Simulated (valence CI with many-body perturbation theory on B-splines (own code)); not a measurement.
The numbers below are computed, except where a source is named.
# Tb50+: what the settings do

Method: configuration interaction combined with many-body perturbation theory (CI+MBPT): five valence electrons over a frozen Dirac-Fock core [Ne], radial functions for each j: 6 s, 6 p, 5 d, 3 f, 1 g, with the one-electron correlation potential Σ1, the two-electron term Σ2, the three-electron term Σ3, Breit, model QED; selected CI, second order for the rest, scaled by the run's own slope (own B-spline code, finite nucleus).

The last digits are not significant, and no measured levels were compared; by estimate large intervals hold to a few tenths of a per cent, small ones and those within an open d or f shell to about a per cent. Among the levels kept, up to 700 cm⁻¹ of a level comes from second order outside the variational space, and about a tenth of that is noise between levels of different J, which matters for small intervals.

The reference run has the lowest level (3s^2 3p1/2^2 3p3/2) J=3/2 and an ionisation energy of 4462.54 eV. Its largest variational space holds 9999 state functions.

Levels are named by their leading jj configuration (3d3/2^4 stands for four electrons in 3d with j = 3/2), which in mixed levels can hold well under half, so a name can repeat and another be missing. Letters in brackets count levels of one name in rising energy.

Changed runs:
A. screening of Σ1 on → off
B. scale of Σ1 1 → 0; screening of Σ1 on → off
C. highest l with Σ1, explicit Σ2 and valence Breit (higher l get mean screening factors) 3 → 2
D. size limit of the variational space 10000 → 100; second order for the rest on → off (bad on purpose)

Excitation energies of the reference run in cm⁻¹, and shifts in cm⁻¹:

```
                             Level  Reference        A      B        C      D
        (3s^2 3p1/2 3p3/2^2) J=3/2    1450910     +6.5  -1041      -25   -792
        (3s^2 3p1/2 3p3/2^2) J=5/2    1533670     +6.5  -1045     -5.0   +280
        (3s^2 3p1/2^2 3d3/2) J=3/2    1566130      +13  +1812     +102    +56
        (3s^2 3p1/2 3p3/2^2) J=1/2    1637820     +6.7  -1053      +16  -2495
        (3s^2 3p1/2^2 3d5/2) J=5/2    2000140      +27   +880      +92  +1007
        (3s 3p1/2^2 3p3/2^2) J=5/2    2602360     -9.4   +892      -32   -856
        (3s 3p1/2^2 3p3/2^2) J=3/2    2808900     -3.8   +858      +16  +1895
        (3s 3p1/2^2 3p3/2^2) J=1/2    2812430     -8.1   +864      +11   -262
(3s^2 3p1/2 3p3/2 3d3/2) J=5/2 [a]    3003690      +19   +768      +50  +3415
(3s^2 3p1/2 3p3/2 3d3/2) J=3/2 [a]    3022330      +17   +779      +40  +1916
(3s^2 3p1/2 3p3/2 3d3/2) J=1/2 [a]    3023650      +19   +763      +45  -1920
    (3s^2 3p1/2 3p3/2 3d3/2) J=7/2    3087690      +20   +739      +65  +3781
            Ionisation energy (eV)    4462.54  +0.0077  -0.93  -0.0073  -0.95
```
